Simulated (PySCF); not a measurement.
**³³S chemical shifts**

PySCF calculation with GFN2-xTB structure and GIAO PBE0/pcSseg-1 shieldings; one computed conformer, rapidly exchanging positions averaged, gas phase, relativity neglected.

Shieldings were converted by a linear fit to measured shifts: ³³S: δ = 158.28 − 0.937σ (rms 33.3 ppm, 20 shifts vs sulfate, solution or neat liquid). A few per cent of atoms miss by over 2 rms, more outside the fitted compound classes.

**Question.** Give the ³³S shifts of `C[P@@](=O)(O)c1ccsc1`, `CC[C@H]1COS(=O)(=O)O1`, `CC[C@H]1COS(=O)(=O)O1`, `c1cc2c(s1)[SiH2][SiH2]O[SiH2]2`, `COc1pcsc1OC`, `C[P@](=O)(O)c1cccs1`.

**Answer.** 
```tsv
compound	environment	δ (ppm)
C[P@@](=O)(O)c1ccsc1	aromatic ring sulfur	-77
CC[C@H]1COS(=O)(=O)O1	sulfonyl sulfur	-5
CC[C@H]1COS(=O)(=O)O1	sulfonyl sulfur	-5
c1cc2c(s1)[SiH2][SiH2]O[SiH2]2	aromatic ring sulfur	-27
COc1pcsc1OC	aromatic ring sulfur	-73
C[P@](=O)(O)c1cccs1	aromatic ring sulfur	-91
```
